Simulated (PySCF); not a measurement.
# Does the structure fit the spectrum?

A compound C₇H₅FO₂ gives the data below (simulated from a calculation) and was assigned the structure `O=C(O)c1ccccc1F`.

13C{1H} NMR (computed): δ 169.2 (C), 165.2 (C), 142.1 (CH, 2C), 121.3 (C), 119.3 (CH, 2C).

1H NMR (400 MHz, computed): δ 8.43 (m, 2H), 7.05 (d, 2H), 4.94 (br s, 1H).

Method: geometry: GFN2-xTB, PBE0/pcSseg-1 with gauge-including orbitals, in PySCF (single conformer, equivalent nuclei averaged, no solvent model, no relativistic terms).

Referencing at the same level of theory: TMS for 1H (σ = 31.72 ppm), 13C (σ = 186.93 ppm).

Question: Compare with the shifts computed for the proposed structure, pairing carbons in order of shift.

Answer: Atom-mapped SMILES (the numbers label the heavy atoms): `[O:1]=[C:2]([OH:3])[c:4]1[cH:5][cH:6][cH:7][cH:8][c:9]1[F:10]` (H(Xn): hydrogen on atom n).

```csv
atom,computed for proposal,given list,difference
C9,173.6,169.2,+4.4
C2,169.6,165.2,+4.4
C7,141.5,142.1,-0.6
C5,141.4,142.1,-0.7
C6,128.8,121.3,+7.5
C8,123.0,119.3,+3.7
C4,121.0,119.3,+1.7
```

The rms difference is 4.0 ppm and the largest +7.5 ppm at C6 (aromatic CH). The proposal also would give 7 carbon signals, not 5. The carbon types in order of shift don't match either: C, C, CH, CH, CH, CH, C for the proposal against C, C, CH, CH, C, CH, CH in the data. The proposal doesn't fit.

Question: Which isomer fits?

Answer: `O=C(F)c1ccc(O)cc1`.

Carbon types of the structure: 3 × C, 4 × CH, leaving 1 H on heteroatoms. δC 169.2: aromatic carbon bearing oxygen; an ipso carbon deshielded by its heteroatom. δC 165.2: carbonyl carbon. δC 142.1, 119.3: aromatic CH. δC 121.3: substituted aromatic carbon.

Other isomers checked: O=C(O)c1cccc(F)c1 (rms 7.0 ppm).

This is the structure that produced the data.

OH and NH positions are those of a molecule without intermolecular hydrogen bonds; in solution they move with solvent, concentration and temperature, and exchange usually removes their couplings. Splittings by 19F in the carbon and heteronuclear signals aren't shown, as no couplings were computed. Shifts are as computed. Against solution values, carbons near 30 ppm lie about +3 ppm off and those near 130 ppm about +5 ppm. Of 1211 compounds with measured shifts, 218 miss one by over three times the rms of a fit or turn the order of signals round; such compounds aren't used in these exercises. No couplings were computed; multiplicities are counted from neighbouring protons, with m where these are inequivalent, close in shift, in a saturated or five-membered ring or joined by F or P, and br s for small geminal =CH2 splittings.
